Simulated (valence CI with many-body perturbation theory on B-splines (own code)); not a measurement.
Values are calculated unless marked as measured or tabulated.
Sensitivity of CI+MBPT for Hg IX

Level of theory: valence CI with perturbative core correlation (CI+MBPT): four valence electrons over a frozen Dirac-Fock core [Xe] 4f14, a basis of 6 s, 6 p, 5 d, 5 f, 1 g functions for each j, with the one-electron correlation potential Σ1 (screened to all orders), the two-electron term Σ2, the three-electron term Σ3, Breit, model QED; selected single and double excitations, second order for the rest, scaled by the run's own slope (own B-spline code, finite nucleus).

No measured levels were compared; by estimate terms of the open shell hold to 2 to 4 % of their energy, and close levels can change places; different configurations can be misplaced against each other by 1,000 to 8,000 cm⁻¹. Only levels of the ground parity were solved; by the run's estimate the other parity begins above the list, which can be wrong where configurations are misplaced.

The reference run has the lowest level (5d3/2^4) J=0 and an ionisation energy of 135.107 eV. Its largest variational space holds 9996 state functions.

Levels are named by their leading jj configuration (3d3/2^4 stands for four electrons in 3d with j = 3/2), which in mixed levels can hold well under half, so a name can repeat and another be missing. Letters in brackets count levels of one name in rising energy.

Changed runs:
A. size limit of the variational space 10000 → 3000
B. orbitals per symmetry with explicit Σ2 and valence Breit (the others get mean screening factors) 5 → 4; screening of Σ1 on → off
C. logarithmic knot step 0.27 → 0.33; Davidson tolerance 2e-05 → 0.0003
D. scale of Σ1 1 → 3 (bad on purpose)

Excitation energies of the reference run in cm⁻¹, and shifts in cm⁻¹:

```
                    Level  Reference     A       B        C       D
      (5d3/2^3 5d5/2) J=1      11749  +1.0    +258     -1.6   +1616
      (5d3/2^3 5d5/2) J=2      19916  +0.9    +377     -2.3   +2323
      (5d3/2^3 5d5/2) J=3      24995  +0.8    +410     -2.4   +2465
      (5d3/2^3 5d5/2) J=4      26014  +1.0    +337     -1.8   +1931
    (5d3/2^2 5d5/2^2) J=0      36733  +0.1    +522     -2.5   +3045
(5d3/2^2 5d5/2^2) J=4 [a]      38445  +1.3    +545     -3.0   +3234
(5d3/2^2 5d5/2^2) J=3 [a]      42936  +0.1    +498     -2.8   +2932
(5d3/2^2 5d5/2^2) J=2 [a]      43866  -1.7    +462     -2.6   +2728
    (5d3/2^2 5d5/2^2) J=5      46469  +0.4    +575     -3.2   +3343
    (5d3/2^2 5d5/2^2) J=1      48018  +0.2    +587     -3.2   +3464
    (5d3/2^2 5d5/2^2) J=6      50103  +0.2    +599     -3.3   +3447
(5d3/2^2 5d5/2^2) J=4 [b]      54280  +0.3    +623     -3.3   +3549
   Ionisation energy (eV)    135.107     0  +0.255  -0.0046  +3.504
```
